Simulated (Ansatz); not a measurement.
`O[SiH](Cl)O[SiH]Cl`, charge 0, multiplicity 2.

(1) Give a relaxed structure at PBE0-D4/def2-TZVP (the Gaussian-basis code of Ansatz). (Estimate.)

Results:

(1) The calculation gave: 
Cartesian coordinates in Å:
```
O -0.281 -1.495 1.828
Si 0.046 -0.113 1.046
Cl 2.065 0.211 0.962
O -0.498 -0.183 -0.487
Si -0.799 0.598 -1.886
Cl 0.043 2.473 -1.841
H 0.180 -2.297 1.578
H -0.602 0.972 1.793
H -0.155 -0.166 -2.992
```
This is one stationary point; other conformers may exist.
